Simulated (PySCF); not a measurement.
3-silylpropylsilane (C3H12Si2), SMILES [SiH3]CCC[SiH3].

Coordinates come from a PBE-D3(BJ)/def2-SVP optimisation. One conformer was computed; it need not be the lowest.

Calculation: PBE-D3(BJ)/def2-SVP (PySCF).

Frequencies are harmonic and unscaled.

| mode | ν (cm⁻¹) | IR (km/mol) | moving atoms (share of kinetic energy) |
|---|---|---|---|
| 1 | 58 | 0.2 | Si 63 %, H 23 %, C 14 % |
| 2 | 85 | 0.1 | H 80 %, C 14 % |
| 3 | 131 | 0.1 | H 95 % |
| 4 | 170 | 0.4 | H 35 %, C 34 %, Si 31 % |
| 5 | 201 | 0.1 | H 54 %, C 36 %, Si 10 % |
| 6 | 257 | 0.4 | H 51 %, C 39 %, Si 11 % |
| 7 | 376 | 0.2 | H 53 %, C 44 % |
| 8 | 476 | 2.9 | H 95 % |
| 9 | 501 | 5.2 | H 92 % |
| 10 | 573 | 12.8 | H 50 %, C 26 %, Si 24 % |
| 11 | 579 | 33.2 | H 62 %, Si 21 %, C 17 % |
| 12 | 657 | 35.3 | H 51 %, C 32 %, Si 18 % |
| 13 | 693 | 1.4 | H 44 %, C 40 %, Si 16 % |
| 14 | 747 | 55.1 | H 67 %, C 26 % |
| 15 | 830 | 16.2 | H 50 %, C 45 % |
| 16 | 882 | 254.8 | H 91 %, Si 9 % |
| 17 | 893 | 97.0 | H 91 %, Si 9 % |
| 18 | 908 | 5.9 | H 57 %, C 42 % |
| 19 | 909 | 47.1 | H 78 %, C 17 % |
| 20 | 910 | 35.2 | H 97 % |
| 21 | 913 | 33.3 | H 91 % |
| 22 | 922 | 39.6 | H 96 % |
| 23 | 926 | 20.3 | H 91 %, C 9 % |
| 24 | 1066 | 1.4 | H 67 %, C 32 % |
| 25 | 1075 | 9.4 | H 90 %, C 9 % |
| 26 | 1087 | 22.9 | H 57 %, C 42 % |
| 27 | 1207 | 1.7 | H 67 %, C 33 % |
| 28 | 1207 | 0.2 | H 61 %, C 39 % |
| 29 | 1274 | 0.3 | H 84 %, C 16 % |
| 30 | 1318 | 13.2 | H 68 %, C 32 % |
| 31 | 1374 | 0.0 | H 91 %, C 9 % |
| 32 | 1377 | 18.1 | H 92 % |
| 33 | 1419 | 2.6 | H 92 % |
| 34 | 2151 | 147.4 | H 98 % |
| 35 | 2151 | 0.1 | H 98 % |
| 36 | 2159 | 29.3 | H 96 % |
| 37 | 2163 | 161.9 | H 96 % |
| 38 | 2165 | 225.6 | H 96 % |
| 39 | 2165 | 1.2 | H 96 % |
| 40 | 2954 | 33.9 | H 95 % |
| 41 | 2964 | 10.9 | H 94 % |
| 42 | 2968 | 0.0 | H 94 % |
| 43 | 2997 | 18.8 | H 91 %, C 9 % |
| 44 | 3021 | 10.2 | H 91 %, C 9 % |
| 45 | 3022 | 16.4 | H 91 %, C 9 % |
